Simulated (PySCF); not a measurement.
1-ethynylcyclopropane-1-carbaldehyde (C6H6O), SMILES C1C(C=O)(C#C)C1. Atoms are numbered in the order given.

```xyz
13

C      0.5613    -2.6639     0.0000
C      0.2638    -1.4915     0.0000
C     -0.0618    -0.0783     0.0000
C      1.0990     0.8759     0.0000
O      0.9636     2.0733     0.0000
C     -1.3061     0.4050    -0.7408
C     -1.3061     0.4050     0.7408
H      0.8210    -3.7081     0.0000
H      2.1085     0.3977     0.0000
H     -1.1921     1.3664    -1.2492
H     -1.8772    -0.3611    -1.2709
H     -1.8772    -0.3611     1.2709
H     -1.1921     1.3664     1.2492
```

Coordinates come from a ωB97X-D3(BJ)/def2-SVP optimisation. One conformer was computed; it need not be the lowest.

Method: PBE/def2-TZVP run with PySCF.

ESP charges are fitted to the potential on shells at 1.4 to 2.0 van der Waals radii. Atomic charges (e):

```tsv
atom	Löwdin	IAO	ESP fit
C1	___	-0.25	-0.49
C2	-0.08	-0.04	0.03
C3	-0.23	-0.05	0.10
C4	___	0.25	0.31
O5	0.14	-0.38	-0.38
C6	-0.16	-0.26	-0.31
C7	-0.16	-0.26	-0.31
H8	0.13	0.20	0.32
H9	___	0.11	0.04
H10	___	0.17	0.17
H11	___	0.17	0.18
H12	___	0.17	0.18
H13	___	0.17	0.17
```

Problem. What belongs in the gaps? (The exact figures need the calculation; the answer reports its results.)

Solution. 
- C1, Löwdin: -0.10
- C4, Löwdin: -0.26
- H9, Löwdin: 0.12
- H10, Löwdin: 0.15
- H11, Löwdin: 0.14
- H12, Löwdin: 0.14
- H13, Löwdin: 0.15

Problem. Give the Mayer and Wiberg (Löwdin basis) orders of the bonds. (An estimate is asked for; the answer gives what the named calculation found.)

Solution. 
| bond | Mayer | Wiberg |
|---|---|---|
| C1–C2 | 2.61 | 2.92 |
| C2–C3 | 1.25 | 1.22 |
| C3–C4 | 0.98 | 1.15 |
| C4–O5 | 2.12 | 2.74 |
| C3–C6 | 0.82 | 1.09 |
| C3–C7 | 0.82 | 1.09 |
| C6–C7 | 1.06 | 1.31 |
| C1–H8 | 0.99 | 0.92 |
| C4–H9 | 0.96 | 0.85 |
| C6–H10 | 0.93 | 0.85 |
| C6–H11 | 0.95 | 0.86 |
| C7–H12 | 0.95 | 0.86 |
| C7–H13 | 0.93 | 0.85 |
